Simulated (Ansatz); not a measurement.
C2H10OSi2 can be A, `CO[SiH](C)[SiH3]`, or B, `C[SiH](C)O[SiH3]`.

Calculated with Ansatz (gas phase, PBE0-D4/def2-TZVP geometries, no zero-point term in ΔE). CCSD(T)/CBS adds triple-zeta CCSD(T) − MP2 to the extrapolated MP2 energy (def2 sets, frozen cores). DFT in def2-TZVPP. B3LYP here is the variant with VWN-RPA as its local correlation; programs differ in this. Each species was taken in one conformer, which may not be the lowest.

**Question.** Which isomer does CCSD(T)/CBS put lower? Give the gap. (Estimate.)

**Answer.** Computed: B, by 216.4 kJ/mol.

**Question.** Give E(B) − E(A) in kJ/mol with MP2/def2-TZVPP, B3LYP-D4, PBE-D4, HF/def2-TZVPP, PBE0-D4, r2SCAN-D4, B3LYP. (Best estimate.)

**Answer.** The calculation gave: MP2/def2-TZVPP -226.3, B3LYP-D4 -207.8, PBE-D4 -185.6, HF/def2-TZVPP -228.2, PBE0-D4 -196.8, r2SCAN-D4 -209.7, B3LYP -207.6. None reverses the order clearly.

Largest T1 diagnostic: 0.011.

From PBE to PBE0 (25 % exact exchange), in def2-TZVPP and without D4, E(B) − E(A) moves by −11.2 kJ/mol.
